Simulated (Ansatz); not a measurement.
Al₇As₇⁻. Total charge -1; doublet. Geometry PBE-D4/def2-SVP, that of the neutral singlet; atoms count from 1.

```csv
atom,x (Å),y (Å),z (Å)
Al1,-1.284,-0.818,-1.355
Al2,2.641,1.584,0.665
Al3,1.677,0.784,-1.761
Al4,-0.406,2.112,-0.692
Al5,-2.945,-0.297,0.639
Al6,0.299,-0.475,1.055
Al7,-2.001,-2.759,0.589
As8,1.793,3.176,-0.910
As9,-0.508,0.891,-2.892
As10,-3.813,-2.109,1.930
As11,3.269,-0.603,-0.414
As12,2.465,-0.336,2.097
As13,0.200,-2.563,-0.368
As14,-1.388,1.413,1.418
```

Single mean-field runs in def2-TZVP are fitted with def2-universal-jkfit.

(1) Estimate the Mulliken populations from the PBE0/def2-TZVP orbitals of Ansatz.

(2) Where does the spin sit?

(3) And the Mayer bond orders between heavy atoms (over 0.3)?

Answers

(1) 
```json
{"atom": "Al1", "charge (e)": "0.07", "spin (α − β)": "0.06"}
{"atom": "Al2", "charge (e)": "0.16", "spin (α − β)": "0.10"}
{"atom": "Al3", "charge (e)": "0.17", "spin (α − β)": "0.23"}
{"atom": "Al4", "charge (e)": "0.17", "spin (α − β)": "0.23"}
{"atom": "Al5", "charge (e)": "0.13", "spin (α − β)": "0.03"}
{"atom": "Al6", "charge (e)": "0.18", "spin (α − β)": "0.15"}
{"atom": "Al7", "charge (e)": "0.18", "spin (α − β)": "-0.02"}
{"atom": "As8", "charge (e)": "-0.31", "spin (α − β)": "-0.01"}
{"atom": "As9", "charge (e)": "-0.33", "spin (α − β)": "0.00"}
{"atom": "As10", "charge (e)": "-0.36", "spin (α − β)": "0.08"}
{"atom": "As11", "charge (e)": "-0.29", "spin (α − β)": "0.06"}
{"atom": "As12", "charge (e)": "-0.24", "spin (α − β)": "0.06"}
{"atom": "As13", "charge (e)": "-0.23", "spin (α − β)": "-0.02"}
{"atom": "As14", "charge (e)": "-0.31", "spin (α − β)": "0.06"}
```
Mulliken values depend strongly on the basis.

(2) Summed by element: Al 0.77, As 0.23, of 1 unpaired in all. Largest on single atoms: Al4 0.23, Al3 0.23, Al6 0.15.

(3) Al1–Al5 0.69 (2.65 Å); Al1–As9 0.98 (2.43 Å); Al1–As13 0.81 (2.50 Å); Al2–As8 1.06 (2.39 Å); Al2–As11 0.82 (2.52 Å); Al2–As12 1.00 (2.40 Å); Al3–As8 0.80 (2.54 Å); Al3–As9 0.94 (2.46 Å); Al3–As11 0.92 (2.50 Å); Al4–As8 0.93 (2.45 Å); Al4–As9 0.84 (2.52 Å); Al4–As14 0.96 (2.43 Å); Al5–Al7 0.35 (2.64 Å); Al5–As10 1.24 (2.39 Å); Al5–As14 0.95 (2.44 Å); Al6–As12 0.95 (2.41 Å); Al6–As13 0.81 (2.53 Å); Al6–As14 0.82 (2.56 Å); Al7–As10 1.47 (2.35 Å); Al7–As13 1.08 (2.41 Å); As11–As12 0.81 (2.65 Å).
